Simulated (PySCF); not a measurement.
# Potential energy of CaGe⁺ along the bond

Set-up: PySCF, no relativity, basis sets Ca pcseg-1, Ge pcseg-1. Energies in eV from Ca⁺ + Ge in their ground configurations at the same level. All curves are PBE0. state 1: ⁴Σ⁻ (quartet), unpaired electrons σ ↑, π ↑↑; state 2: ²Π (doublet), unpaired electrons π ↑, a second solution, started from another occupation; state 3: Ms = 0.5 determinant of mixed spin (⟨S²⟩ near 1.8), unpaired electrons σ ↑, π ↑↓, a mixture of terms (⟨Lz²⟩ = 2.0), a second solution, started from another occupation; state 4: Ms = 0.5 determinant of mixed spin (⟨S²⟩ near 1.8), unpaired electrons σ ↓, π ↑↑, a second solution, started from another occupation.

| R (Å) | state 1 | state 2 | state 3 | state 4 |
| --- | --- | --- | --- | --- |
| 2.332 | -0.974 | 0.343 | -0.446 | -0.428 |
| 2.441 | -1.337 | -0.314 | -0.808 | -0.775 |
| 2.549 | -1.537 | -0.764 | -1.008 | -0.964 |
| 2.631 | -1.607 | -0.997 | -1.080 | -1.031 |
| 2.712 | -1.626 | -1.162 | -1.102 | -1.050 |
| 2.793 | -1.606 | -1.270 | -1.086 | -1.033 |
| 2.902 | -1.534 | -1.349 | -1.022 | -0.971 |
| 3.037 | -1.396 | -1.370 | -0.896 | -0.856 |
| 3.200 | -1.192 | -1.321 | -0.710 | -0.693 |
| 3.417 | -0.900 | -1.189 | -0.449 | -0.481 |

Question: Put a parabola through the three lowest points of the state 1 curve and estimate Re, k and ωe (reduced mass 25.94 u; 1 eV/Å² = 0.16022 mdyn/Å; ωe = 1302.8·√(k/μ) cm⁻¹).

Answer: Through R = 2.631, 2.712, 2.793 Å the second-order coefficient is 2.97 eV/Å², so Re ≈ 2.711 Å, k ≈ 0.952 mdyn/Å and ωe ≈ 250 cm⁻¹. A polynomial fit of higher order to the unrounded PBE0 energies gives Re = 2.707 Å, k = 0.962 mdyn/Å, ωe = 251 cm⁻¹; anharmonicity and rounding make the difference.

The higher-order fit for each curve: state 1: Re = 2.707 Å, ωe = 251 cm⁻¹, De = 1.63 eV; state 2: Re = 3.009 Å, ωe = 189 cm⁻¹, minimum 1.37 eV below the ground-state fragments; state 3: Re = 2.715 Å, ωe = 244 cm⁻¹, minimum 1.10 eV below the ground-state fragments; state 4: Re = 2.710 Å, ωe = 238 cm⁻¹, minimum 1.05 eV below the ground-state fragments.

⟨S²⟩ of the unrestricted solution departs from its pure value on part of the curve, where spin states mix. Spin–orbit coupling is left out. For an ion De counts to the pair picked by the measured ionisation energies or electron affinities, which need not be the lowest pair at this level. The state is the lowest determinant that a PBE0 search found; another state may lie lower at other levels.
